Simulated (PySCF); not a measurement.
ZnCl2, SMILES [Cl][Zn][Cl]. Heavy atoms are numbered as in [Zn:1]([Cl:2])[Cl:3].

The structure is a stationary point at PBE-D3(BJ)/def2-TZVP. The isomer is the one that the SMILES or the coordinates give; other isomers of the formula were not compared.

These are B3LYP/pcSseg-2 (PySCF) values and carry that method's errors.

GIAO shieldings, no solvent; atoms alike by connectivity are averaged. δ = σ(ref) − σ: ³⁵Cl against HCl (σ = 930.0 ppm), references at their B3LYP-D3(BJ)/def2-TZVP geometries, non-relativistic (without spin–orbit terms, shifts of atoms bonded to Cl or Br come out too high).

Q: Estimate the chemical shifts. (Estimate from the structure and the level; the computed values follow.)

A: 
```
nucleus  atoms  count  δ (ppm)
-------  -----  -----  -------
³⁵Cl       Cl2      2    -72.6
```
